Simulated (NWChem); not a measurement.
CH₄BF₂N; SMILES NB(F)CF

```xyz
9

N      1.3683     0.6296    -0.0004
B     -0.0194     0.5721    -0.0004
F     -0.7538     1.6954     0.0006
C     -0.7703    -0.8206    -0.0018
F      0.1314    -1.8707     0.0010
H      1.9126    -0.2230    -0.0008
H      1.8991     1.4899     0.0005
H     -1.4251    -0.9117    -0.8884
H     -1.4303    -0.9112     0.8809
```
Atoms are numbered in this order, from 1.

Coordinates come from a PBE0/def2-SVP optimisation.

 Unshifted, non-relativistic core excitations; the lowest 4 roots alone, so stronger bands may lie above.

Q: List the first N K-edge excitations from PBE/6-311G** (spherical d), restricted-window TDA (NWChem).

A: 
| state | energy (eV) | dipole oscillator strength | leading excitation (squared amplitude) |
|---|---|---|---|
| S1 | 380.8 | 0.0146 | 1s of atom 1 or its equivalents → LUMO (1.00) |
| S2 | 381.2 | 0.0015 | 1s of atom 1 or its equivalents → LUMO+1 (0.94) |
| S3 | 381.8 | 0.0021 | 1s of atom 1 or its equivalents → LUMO+2 (0.89) |
| S4 | 382.0 | 0.0029 | 1s of atom 1 or its equivalents → LUMO+3 (0.92) |
